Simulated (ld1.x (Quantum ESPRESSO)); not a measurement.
## An all-electron radial function and its pseudo partner (Pd)

Columns: radius, all-electron u(r) and pseudo u(r) of the 4s shell (level -85.44 eV) of palladium in the configuration [Ar] 3d10 4s2 4p6 4d10 5s0 5p0; LDA (PZ), scalar-relativistic, ultrasoft scheme, ld1.x (Quantum ESPRESSO) 7.5.

| r (bohr) | all-electron | pseudo |
| --- | --- | --- |
| 0.110 | -0.3948 | -0.3200 |
| 0.220 | 0.4747 | -0.6184 |
| 0.330 | 0.6021 | -0.8760 |
| 0.440 | 0.0700 | -1.0773 |
| 0.550 | -0.5381 | -1.2130 |
| 0.660 | -0.9616 | -1.2797 |
| 0.770 | -1.1642 | -1.2805 |
| 0.880 | -1.1965 | -1.2242 |
| 0.990 | -1.1227 | -1.1237 |
| 1.100 | -0.9957 | -0.9942 |
| 1.210 | -0.8505 | -0.8516 |
| 1.320 | -0.7078 | -0.7096 |
| 1.430 | -0.5782 | -0.5790 |
| 1.540 | -0.4659 | -0.4659 |
| 1.650 | -0.3716 | -0.3716 |
| 1.760 | -0.2940 | -0.2940 |
| 1.870 | -0.2312 | -0.2312 |
| 1.980 | -0.1809 | -0.1809 |
| 2.090 | -0.1410 | -0.1410 |
| 2.200 | -0.1096 | -0.1096 |
| 2.310 | -0.0849 | -0.0849 |
| 2.420 | -0.0656 | -0.0656 |
| 2.530 | -0.0507 | -0.0507 |
| 2.640 | -0.0390 | -0.0390 |
| 2.750 | -0.0300 | -0.0300 |
| 2.860 | -0.0231 | -0.0231 |

Task: How many radial nodes do the two functions have?

Result: The all-electron 4s function has n − l − 1 = 3 (the table is too coarse to show those close to the nucleus); the pseudo-wave has 0, since the states of the same l below it are removed with the core.

Task: At about which radius was the pseudo-wave matched?

Result: 1.60 bohr, where the columns begin to agree (steps of 0.11 bohr).

Task: Is the pseudo-wave norm-conserving?

Result: No, it belongs to an ultrasoft set: the norm inside the radius is not constrained, and the difference is carried by the augmentation charge.
